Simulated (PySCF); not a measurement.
SMILES O[SiH] (B3LYP/def2-SVP optimised geometry):

```
4

Si    -0.966    -0.771     0.000
H     -1.181     0.771     0.000
O      0.709    -0.771     0.000
H      1.181     0.072     0.000
```

Computed with B3LYP/def2-TZVP (PySCF).

Task: What are the frontier orbital energies and the dipole moment?

Result: HOMO-2 -9.95 eV, HOMO-1 -9.60 eV, HOMO -6.52 eV, LUMO -2.31 eV, LUMO+1 -0.24 eV; dipole moment 1.49 D.

On the same geometry PBE/def2-TZVP (PySCF) gives HOMO-2 -8.67 eV, HOMO-1 -8.29 eV, HOMO -5.58 eV, LUMO -2.96 eV, LUMO+1 -0.83 eV; dipole moment 1.57 D.

Meta-Löwdin charges at B3LYP/def2-TZVP: Si1 0.49, H2 -0.15, O3 -0.69, H4 0.35.
